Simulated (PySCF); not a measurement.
C₂H₂B₂Cl₂F₂.
InChI=1S/C2H2B2Cl2F2/c1-2(3(5)6)4(7)8/h1H2

Level of theory: PySCF 2.14.0, PBE0-D3(BJ)/def2-SVP geometry optimisation, gas phase.

Masses are those of the commonest isotopes; rigid-rotor values at the optimised geometry. 

(1) Give the principal moments of inertia and the rotational constants in GHz.

(2) What kind of rotor is it?

(3) Is it planar, by Δ = Ic − Ia − Ib?

(4) Give the other two planar moments, Paa and Pbb, and the rms extents of the mass along the axes.

(5) Give the coordinates in the principal-axis frame, origin at the centre of mass.

(6) Predict some low-J microwave lines.

(7) Estimate the classical rotational partition function at 25 K, 200 K and 500 K.

Results:

(1) Ia = 251.61, Ib = 544.06, Ic = 773.77 u·Å²; 505379 MHz·u·Å²/I gives 2009, 928.9 and 653.1 MHz, that is A = 2.0086, B = 0.9289, C = 0.6531 GHz.

(2) An asymmetric top. Ray's parameter κ = (2B − A − C)/(A − C) = -0.593; −1 is the prolate and +1 the oblate limit.

(3) Not planar: Δ = Ic − Ia − Ib = -21.89 u·Å². For a rigid frame Δ = −2 Σ m c², so Σ m c² = 10.95 u·Å² lies off the ab plane: 0.30 from hydrogen and 10.64 from heavier atoms. The atom farthest from that plane is 0.49 Å away.

(4) Paa = Σ m a² = (Ib + Ic − Ia)/2 = 533.11 and Pbb = Σ m b² = (Ia + Ic − Ib)/2 = 240.66 u·Å². With the mass M = 155.97 u, the rms extents √(P/M) along a, b and c are 1.85, 1.24, 0.26 Å.

(5) The sense of each axis is arbitrary; atoms in the order of the calculation.
```csv
atom,mass (u),a (Å),b (Å),c (Å)
C1,12.000,0.517,-2.074,0.293
C2,12.000,0.484,-0.740,0.076
B3,11.009,1.862,-0.029,-0.083
F4,18.998,2.985,-0.685,0.157
F5,18.998,1.988,1.215,-0.493
B6,11.009,-0.885,-0.003,0.029
Cl7,34.969,-2.384,-0.885,-0.223
Cl8,34.969,-1.000,1.725,0.274
H9,1.008,-0.399,-2.665,0.396
H10,1.008,1.466,-2.615,0.379
```

(6) The dipole components are |μa| = 0.15 D, |μb| = 1.93 D, |μc| = 0.33 D. Intensities carry the squares of the components, which stand as 0.01 : 1.00 : 0.03 (a : b : c). Some of the stronger lines:

```json
{"type": "b", "branch": "Q", "J(Ka,Kc)": "2(1,1) ← 2(0,2)", "MHz": "1678", "lower level (cm⁻¹)": "0.157"}
{"type": "b", "branch": "R", "J(Ka,Kc)": "3(1,2) ← 2(2,1)", "MHz": "1889", "lower level (cm⁻¹)": "0.321"}
{"type": "b", "branch": "R", "J(Ka,Kc)": "1(1,1) ← 0(0,0)", "MHz": "2662", "lower level (cm⁻¹)": "0.000"}
{"type": "b", "branch": "Q", "J(Ka,Kc)": "4(1,3) ← 4(0,4)", "MHz": "3081", "lower level (cm⁻¹)": "0.507"}
{"type": "b", "branch": "Q", "J(Ka,Kc)": "2(2,0) ← 2(1,1)", "MHz": "3285", "lower level (cm⁻¹)": "0.213"}
{"type": "b", "branch": "R", "J(Ka,Kc)": "4(1,3) ← 3(2,2)", "MHz": "3913", "lower level (cm⁻¹)": "0.479"}
{"type": "b", "branch": "Q", "J(Ka,Kc)": "2(2,1) ← 2(1,2)", "MHz": "4066", "lower level (cm⁻¹)": "0.185"}
{"type": "b", "branch": "Q", "J(Ka,Kc)": "4(3,1) ← 4(2,2)", "MHz": "5640", "lower level (cm⁻¹)": "0.710"}
{"type": "b", "branch": "Q", "J(Ka,Kc)": "4(3,2) ← 4(2,3)", "MHz": "6231", "lower level (cm⁻¹)": "0.689"}
{"type": "b", "branch": "R", "J(Ka,Kc)": "2(2,0) ← 1(1,1)", "MHz": "7001", "lower level (cm⁻¹)": "0.089"}
{"type": "b", "branch": "R", "J(Ka,Kc)": "3(2,1) ← 2(1,2)", "MHz": "9036", "lower level (cm⁻¹)": "0.185"}
{"type": "b", "branch": "R", "J(Ka,Kc)": "4(3,1) ← 3(2,2)", "MHz": "12557", "lower level (cm⁻¹)": "0.479"}
{"type": "b", "branch": "R", "J(Ka,Kc)": "4(4,1) ← 3(3,0)", "MHz": "14856", "lower level (cm⁻¹)": "0.683"}
{"type": "b", "branch": "R", "J(Ka,Kc)": "4(4,0) ← 3(3,1)", "MHz": "14861", "lower level (cm⁻¹)": "0.683"}
```

(7) Point group C1, symmetry number σ = 1; q = (√π/σ)·√((kT/h)³/(ABC)), k/h = 20836.6 MHz/K: 19100 at 25 K, 432000 at 200 K, 1710000 at 500 K.

Stationary, but not proved a minimum. No vibrational averaging or centrifugal distortion is included, and the geometry carries the error of its method. Quadrupole hyperfine structure (11B, 35Cl) is left out.

The values belong to the conformer `[CH2:1]=[C:2]([B:3]([F:4])[F:5])[B:6]([Cl:7])[Cl:8]`: C1–C2–B3–F4 -8°, C1–C2–B6–Cl7 -18°.
